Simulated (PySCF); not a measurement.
1,1-difluoro-2-methylprop-1-ene (C4H6F2), SMILES C(F)(F)=C(C)C.

The structure is a stationary point at PBE0-D3(BJ)/def2-SVP.

Calculation: TDA-PBE/def2-SVPD in PySCF 2.14.0.

Vertical excitations. Isolated molecule, no solvent. State labels are in the subgroup C2v.

```json
[
 {"state": "S1", "symmetry": "B1", "energy (eV)": "5.57", "λ (nm)": "223", "f": "0.001", "main pairs": "HOMO→LUMO+1 100 %"},
 {"state": "S2", "symmetry": "A2", "energy (eV)": "6.49", "λ (nm)": "191", "f": "0.000", "main pairs": "HOMO→LUMO+3 100 %"},
 {"state": "S3", "symmetry": "B1", "energy (eV)": "6.51", "λ (nm)": "190", "f": "0.017", "main pairs": "HOMO→LUMO+2 99 %"},
 {"state": "S4", "symmetry": "A1", "energy (eV)": "7.41", "λ (nm)": "167", "f": "0.326", "main pairs": "HOMO→LUMO 50 %, HOMO→LUMO+5 46 %"},
 {"state": "S5", "symmetry": "B1", "energy (eV)": "7.44", "λ (nm)": "167", "f": "0.004", "main pairs": "HOMO→LUMO+4 100 %"},
 {"state": "S6", "symmetry": "A2", "energy (eV)": "7.96", "λ (nm)": "156", "f": "0.000", "main pairs": "HOMO→LUMO+6 100 %"},
 {"state": "S7", "symmetry": "A1", "energy (eV)": "8.19", "λ (nm)": "151", "f": "0.140", "main pairs": "HOMO→LUMO+7 53 %, HOMO→LUMO+5 28 %, HOMO→LUMO 15 %"},
 {"state": "S8", "symmetry": "B1", "energy (eV)": "8.29", "λ (nm)": "150", "f": "0.010", "main pairs": "HOMO→LUMO+8 99 %"},
 {"state": "S9", "symmetry": "A1", "energy (eV)": "8.47", "λ (nm)": "146", "f": "0.123", "main pairs": "HOMO→LUMO+7 45 %, HOMO→LUMO+5 24 %, HOMO→LUMO 22 %"},
 {"state": "S10", "symmetry": "A2", "energy (eV)": "8.53", "λ (nm)": "145", "f": "0.000", "main pairs": "HOMO→LUMO+9 98 %"},
 {"state": "T1", "symmetry": "A1", "energy (eV)": "4.56", "λ (nm)": "272", "f": "0", "main pairs": "HOMO→LUMO 99 %"},
 {"state": "T2", "symmetry": "B1", "energy (eV)": "5.44", "λ (nm)": "228", "f": "0", "main pairs": "HOMO→LUMO+1 100 %"},
 {"state": "T3", "symmetry": "B1", "energy (eV)": "6.32", "λ (nm)": "196", "f": "0", "main pairs": "HOMO→LUMO+2 99 %"},
 {"state": "T4", "symmetry": "A2", "energy (eV)": "6.39", "λ (nm)": "194", "f": "0", "main pairs": "HOMO→LUMO+3 100 %"}
]
```
Triplets are in the Tamm–Dancoff approximation.
